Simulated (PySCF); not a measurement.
**Bond length, frequency and bond energy of ZrO⁺ by level of theory**

State: ²Δ (doublet), unpaired electrons δ ↑. Set-up: basis Zr def2-TZVPPD with ECP28, O def2-TZVPPD; scalar-relativistic core potentials; PySCF 2.14. De refers to Zr⁺ (4d2 5s1) + O in their high-spin ground configurations, without counterpoise correction. The functionals are run spin-unrestricted. A positive dipole points towards O; it is taken about the centre of mass and depends on that origin. Levels whose curve was spin-contaminated or gave no clean fit are not listed.

```tsv
Level	Re (Å)	ωe (cm⁻¹)	De (eV)	μ (D)	CPU s a point (SCF and correlation, without the integrals)
UHF-CCSD	1.687	1044	6.88	n/a	n/a
PBE	1.701	998	n/a	-5.65	1.4
revPBE	1.704	991	n/a	-5.67	1.4
BP86	1.704	995	n/a	-5.69	0.91
TPSS	1.706	995	n/a	-5.87	3.3
r²SCAN	1.693	1025	n/a	-5.95	3.1
r²SCANh	1.686	1040	n/a	-6.05	3.3
PBE0	1.680	1049	n/a	-6.01	2.9
M06-2X	1.674	1072	n/a	-6.20	7.6
ωB97X	1.674	1063	n/a	-6.32	3.3
```

(1) What does a quarter of exact exchange do here, going from PBE to PBE0?

Correlated steps freeze 1 core orbital. De is left out where the level can put another filling of the metal’s s and d shells below the measured ground configuration, by anything from nothing to about 1 eV. Spin–orbit coupling is left out, which matters for elements this heavy, above all for dissociation energies. For an ion De counts to the pair picked by the measured ionisation energies or electron affinities, which need not be the lowest pair at this level. The state is the lowest single determinant that the PBE0 search found; with open d or f shells the true ground state can be another one.

The whole job (state search and all levels along the bond) took about 15 min on 2 threads of Arm Neoverse V2 (shared host), peak memory 4.8 GiB.

Results:

(1) PBE0 less PBE: -2.1 pm in Re, +5.1 % in ωe. Exact exchange removes part of the self-interaction that spreads semilocal densities, and in most molecules shortens and stiffens the bond and lowers De; so it does here.
